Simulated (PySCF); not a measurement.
One change at a time: excitation energies

Method used: TDDFT wB97X-D/def2-SVPD, vertical, gas phase, core orbitals frozen in the response (PySCF 2.14.0, density-fitted response routines). Geometries: GFN2-xTB; one conformer of each isolated species. Triplets are in the Tamm–Dancoff approximation. 'Strongest' means the level of largest summed f among the lowest 8 singlets; it needn't be the same kind of state in each.

Parent: `CC[Si@@H](O)SC`, with lowest singlet excitation energy 5.92 eV, LUMO energy 1.84 eV, energy of the strongest computed level 6.57 eV, HOMO energy -8.59 eV. Its spectrum: 209 nm (f 0.001); 189 nm (f 0.061); 181 nm (f 0.033); 169 nm (f 0.010); 167 nm (f 0.015).

Shifts from the parent:

| change | SMILES | Δ S1 (eV) | Δ LUMO (eV) | Δ strongest (eV) | Δ HOMO (eV) |
| --- | --- | --- | --- | --- | --- |
| C replaced by Si | C[SiH2][Si@@H](O)SC | -0.95 | -0.75 | +0.64 | +0.17 |
| S inserted into a C-C bond | CSC[Si@@H](O)SC | -0.44 | -0.18 | +0.35 | +0.15 |
| O inserted into a C-Si bond | CCO[Si@H](O)SC | -0.35 | -0.25 | +1.21 | -0.04 |
| C-C bond made double | C=C[Si@@H](O)SC | -0.32 | -0.82 | +0.47 | -0.04 |
| terminal C group replaced by H | CC[Si@H](O)S | +0.12 | -0.23 | +1.39 | -0.48 |
| CH2 replaced by C=O | CS[Si@H](O)CC=O | -1.58 | -1.42 | +0.59 | -0.26 |

Predict the same shifts for this change: O replaced by S (`CC[Si@@H](S)SC`).

Δ lowest singlet excitation energy -0.35 eV, Δ LUMO energy -0.37 eV, Δ energy of the strongest computed level +0.12 eV, Δ HOMO energy -0.14 eV. Spectrum: 222 nm (f 0.003); 205 nm (f 0.002); 197 nm (f 0.005); 192 nm (f 0.027); 185 nm (f 0.031). S1 falls most with CH2 replaced by C=O (-1.58 eV), and it rises most with terminal C group replaced by H (+0.12 eV). S1 is simply the lowest singlet of each species and needn't be the same kind of state throughout. Over these 7 changes the shifts of S1 and of the HOMO–LUMO gap correlate with r = 0.88.
